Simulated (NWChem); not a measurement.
All runs are NWChem calculations. System: C4H8O2, charge 0, spin multiplicity 1, displaced from the optimised geometry.

Job file:

```
start mol
memory heap 200 mb stack 900 mb global 1100 mb
geometry units angstroms nocenter noautoz
  C     -0.691302    -0.354748    -1.163698
  C      0.691302     0.354748    -1.163698
  O      1.486551     0.000000     0.000000
  C      0.691302    -0.354748     1.163698
  C     -0.691302     0.354748     1.163698
  O     -1.486551     0.000000     0.000000
  H     -1.282790    -0.059503    -2.084443
  H     -0.533778    -1.483387    -1.213903
  H      1.282790     0.059503    -2.084443
  H      0.533778     1.483387    -1.213903
  H      0.533778    -1.483387     1.213903
  H      1.282790    -0.059503     2.084443
  H     -1.282790     0.059503     2.084443
  H     -0.533778     1.483387     1.213903
  symmetry group D2
end
basis spherical
  * library def2-svp
end
dft
  xc xpbe96 cpbe96
  semidirect memsize 60000000 filesize 0
  iterations 100
  convergence nodiis damp 40
end
task dft gradient
```

The output up to the point where the run's verdict is printed (cleaned and shortened):

```
             Northwest Computational Chemistry Package (NWChem) 7.3.0
             --------------------------------------------------------

                                NWChem Input Module
                                -------------------

 Scaling coordinates for geometry "geometry" by  1.889725989
 (inverse scale =  0.529177249)

 Turning off AUTOSYM since
 SYMMETRY directive was detected!

                             Geometry "geometry" -> ""
                             -------------------------

 Output coordinates in angstroms (scale by  1.889725989 to convert to a.u.)

  No.       Tag          Charge          X              Y              Z
 ---- ---------------- ---------- -------------- -------------- --------------
    1 C                    6.0000    -0.69130200    -0.35474800    -1.16369800
    2 C                    6.0000     0.69130200     0.35474800    -1.16369800
    3 O                    8.0000     1.48655100     0.00000000     0.00000000
    4 C                    6.0000     0.69130200    -0.35474800     1.16369800
    5 C                    6.0000    -0.69130200     0.35474800     1.16369800
    6 O                    8.0000    -1.48655100     0.00000000     0.00000000
    7 H                    1.0000    -1.28279000    -0.05950300    -2.08444300
    8 H                    1.0000    -0.53377800    -1.48338700    -1.21390300
    9 H                    1.0000     1.28279000     0.05950300    -2.08444300
   10 H                    1.0000     0.53377800     1.48338700    -1.21390300
   11 H                    1.0000     0.53377800    -1.48338700     1.21390300
   12 H                    1.0000     1.28279000    -0.05950300     2.08444300
   13 H                    1.0000    -1.28279000     0.05950300     2.08444300
   14 H                    1.0000    -0.53377800     1.48338700     1.21390300

 Effective nuclear repulsion energy (a.u.)     257.7708422113

            Nuclear Dipole moment (a.u.)
            ----------------------------
        X                 Y               Z
 ---------------- ---------------- ----------------
    -0.0000000000     0.0000000000     0.0000000000
[...]
 d= 0,ls=0.5         70   -261.7211626989  9.90D+00  5.83D-01              17.4
 Grid integrated density:      47.999737731326
 Requested integration accuracy:   0.10E-05
 d= 0,ls=0.5         71   -271.6248033942 -9.90D+00  5.83D-01              17.6
 d= 0,ls=0.5         72   -261.7211521357  9.90D+00  5.83D-01              17.8
 Grid integrated density:      47.999737731412
 Requested integration accuracy:   0.10E-05
 d= 0,ls=0.5         73   -271.6248044945 -9.90D+00  5.83D-01              18.1
 d= 0,ls=0.5         74   -261.7211466708  9.90D+00  5.83D-01              18.3
 Grid integrated density:      47.999737731457
 Requested integration accuracy:   0.10E-05
 d= 0,ls=0.5         75   -271.6248050605 -9.90D+00  5.83D-01              18.5
 d= 0,ls=0.5         76   -261.7211438431  9.90D+00  5.83D-01              18.7
 Grid integrated density:      47.999737731481
 Requested integration accuracy:   0.10E-05
 d= 0,ls=0.5         77   -271.6248053518 -9.90D+00  5.83D-01              19.0
 d= 0,ls=0.5         78   -261.7211423799  9.90D+00  5.83D-01              19.2
 Grid integrated density:      47.999737731493
 Requested integration accuracy:   0.10E-05
 d= 0,ls=0.5         79   -271.6248055018 -9.90D+00  5.83D-01              19.4
 d= 0,ls=0.5         80   -261.7211416226  9.90D+00  5.83D-01              19.7
 Grid integrated density:      47.999737731499
 Requested integration accuracy:   0.10E-05
 d= 0,ls=0.5         81   -271.6248055789 -9.90D+00  5.83D-01              19.9
 d= 0,ls=0.5         82   -261.7211412306  9.90D+00  5.83D-01              20.1
 Grid integrated density:      47.999737731502
 Requested integration accuracy:   0.10E-05
 d= 0,ls=0.5         83   -271.6248056187 -9.90D+00  5.83D-01              20.4
 d= 0,ls=0.5         84   -261.7211410276  9.90D+00  5.83D-01              20.6
 Grid integrated density:      47.999737731504
 Requested integration accuracy:   0.10E-05
 d= 0,ls=0.5         85   -271.6248056392 -9.90D+00  5.83D-01              20.8
 d= 0,ls=0.5         86   -261.7211409226  9.90D+00  5.83D-01              21.1
 Grid integrated density:      47.999737731505
 Requested integration accuracy:   0.10E-05
 d= 0,ls=0.5         87   -271.6248056497 -9.90D+00  5.83D-01              21.3
 d= 0,ls=0.5         88   -261.7211408682  9.90D+00  5.83D-01              21.5
 Grid integrated density:      47.999737731506
 Requested integration accuracy:   0.10E-05
 d= 0,ls=0.5         89   -271.6248056552 -9.90D+00  5.83D-01              21.7
 d= 0,ls=0.5         90   -261.7211408400  9.90D+00  5.83D-01              22.0
 Grid integrated density:      47.999737731506
 Requested integration accuracy:   0.10E-05
 d= 0,ls=0.5         91   -271.6248056580 -9.90D+00  5.83D-01              22.2
 d= 0,ls=0.5         92   -261.7211408255  9.90D+00  5.83D-01              22.4
 Grid integrated density:      47.999737731506
 Requested integration accuracy:   0.10E-05
 d= 0,ls=0.5         93   -271.6248056594 -9.90D+00  5.83D-01              22.7
 d= 0,ls=0.5         94   -261.7211408179  9.90D+00  5.83D-01              22.9
 Grid integrated density:      47.999737731506
 Requested integration accuracy:   0.10E-05
 d= 0,ls=0.5         95   -271.6248056602 -9.90D+00  5.83D-01              23.1
 d= 0,ls=0.5         96   -261.7211408140  9.90D+00  5.83D-01              23.4
 Grid integrated density:      47.999737731506
 Requested integration accuracy:   0.10E-05
 d= 0,ls=0.5         97   -271.6248056605 -9.90D+00  5.83D-01              23.6
 d= 0,ls=0.5         98   -261.7211408119  9.90D+00  5.83D-01              23.8
 Grid integrated density:      47.999737731506
 Requested integration accuracy:   0.10E-05
 d= 0,ls=0.5         99   -271.6248056607 -9.90D+00  5.83D-01              24.0
 d= 0,ls=0.5        100   -261.7211408109  9.90D+00  5.83D-01              24.3
 Grid integrated density:      47.999737731506
 Requested integration accuracy:   0.10E-05
```

The run did not converge; its last values are not results. The next line reads: Calculation failed to converge. NWChem stopped with the message: dft gradient failed.
